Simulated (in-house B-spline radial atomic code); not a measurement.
Whole-atom quantities along the 45-electron series, configuration [Kr] 4d9. Breit and QED terms are first order and not part of the total energy; the density at the nucleus is averaged over the nuclear charge. Computed with an all-electron radial atomic-structure program (B-spline basis): Dirac-Hartree-Fock, average of the configuration, finite nuclei.

```tsv
ion	Z	E/Z² (Eh)	Σ<r²> (bohr²)	n(0)/Z³ (bohr⁻³)	Lamb diamagnetic shielding (ppm)	repulsion over attraction	Breit energy (eV)	self-energy (eV)	vacuum polarisation (eV)	Dirac less non-relativistic energy (Eh)
Pd+	46	-2.3838	35.238	1.3168	4713.14	0.15559	89.535	67.701	-8.1262	-106.49
Ag2+	47	-2.4055	29.611	1.3527	4854.67	0.15395	96.388	73.017	-8.901	-116.93
Cd3+	48	-2.4267	25.671	1.388	4996.4	0.15218	103.6	78.636	-9.7338	-128.17
In4+	49	-2.4476	22.678	1.4272	5138.53	0.15034	111.2	84.57	-10.629	-140.23
Sn5+	50	-2.4681	20.295	1.4669	5281.18	0.14845	119.17	90.831	-11.589	-153.16
Sb6+	51	-2.4881	18.337	1.5086	5424.44	0.14654	127.55	97.432	-12.619	-167.01
Te7+	52	-2.5079	16.694	1.5504	5568.4	0.14461	136.33	104.38	-13.721	-181.81
I8+	53	-2.5273	15.292	1.597	5713.1	0.14268	145.53	111.71	-14.903	-197.64
Xe9+	54	-2.5463	14.079	1.644	5858.61	0.14076	155.15	119.41	-16.166	-214.52
Cs10+	55	-2.565	13.02	1.6942	6004.97	0.13884	165.22	127.5	-17.516	-232.51
Ba11+	56	-2.5834	12.086	1.7457	6152.23	0.13695	175.74	136.01	-18.959	-251.68
La12+	57	-2.6015	11.257	1.8007	6300.43	0.13507	186.73	144.95	-20.499	-272.06
Ce13+	58	?	?	?	?	?	?	?	?	?
Pr14+	59	-2.6369	9.8506	1.9183	6599.85	0.13138	210.14	164.17	-23.896	-316.74
Nd15+	60	-2.6542	9.2496	1.9811	6751.15	0.12957	222.59	174.49	-25.765	-341.15
Pm16+	61	-2.6713	8.7045	2.0441	6903.56	0.12779	235.56	185.31	-27.755	-367.02
Sm17+	62	-2.6881	8.2082	2.1029	7057.11	0.12603	249.05	196.64	-29.87	-394.4
Eu18+	63	-2.7047	7.7546	2.1733	7211.9	0.1243	263.08	208.51	-32.127	-423.4
Gd19+	64	-2.7211	7.3388	2.2453	7367.95	0.1226	277.66	220.94	-34.527	-454.07
Tb20+	65	-2.7373	6.9564	2.3375	7525.37	0.12093	292.82	233.95	-37.092	-486.53
Dy21+	66	?	?	?	?	?	?	?	?	?
Ho22+	67	-2.7692	6.2778	2.4936	7844.19	0.11766	324.88	261.8	-42.694	-556.89
Er23+	68	-2.7849	5.9757	2.5798	8005.78	0.11607	341.82	276.68	-45.764	-595
Tm24+	69	?	?	?	?	?	?	?	?	?
Yb25+	70	-2.8158	5.434	2.7709	8333.6	0.11295	377.59	308.52	-52.498	-677.54
Lu26+	71	-2.8311	5.1905	2.8685	8499.92	0.11144	396.44	325.53	-56.18	-722.11
```

Q: Fill in the row of Ce13+.

A: E/Z² (Eh): -2.6194; Σ<r²> (bohr²): 10.516; n(0)/Z³ (bohr⁻³): 1.8579; Lamb diamagnetic shielding (ppm): 6449.62; repulsion over attraction: 0.13321; Breit energy (eV): 198.19; self-energy (eV): 154.33; vacuum polarisation (eV): -22.143; Dirac less non-relativistic energy (Eh): -293.73.

Q: Fill in the row of Dy21+.

A: E/Z² (Eh): -2.7533; Σ<r²> (bohr²): 6.6038; n(0)/Z³ (bohr⁻³): 2.4024; Lamb diamagnetic shielding (ppm): 7684.03; repulsion over attraction: 0.11928; Breit energy (eV): 308.55; self-energy (eV): 247.56; vacuum polarisation (eV): -39.799; Dirac less non-relativistic energy (Eh): -520.73.

Q: Fill in the row of Tm24+.

A: E/Z² (Eh): -2.8004; Σ<r²> (bohr²): 5.6951; n(0)/Z³ (bohr⁻³): 2.6815; Lamb diamagnetic shielding (ppm): 8168.94; repulsion over attraction: 0.1145; Breit energy (eV): 359.38; self-energy (eV): 292.25; vacuum polarisation (eV): -49.036; Dirac less non-relativistic energy (Eh): -635.22.

Q: With what power of Z does the column «Σ<r²> (bohr²)» change over this range?

A: A fit of the logarithm of its size against log Z from Z = 46 to 71 has slope -4.17. Unscreened non-relativistic hydrogenic orbitals would give -2.
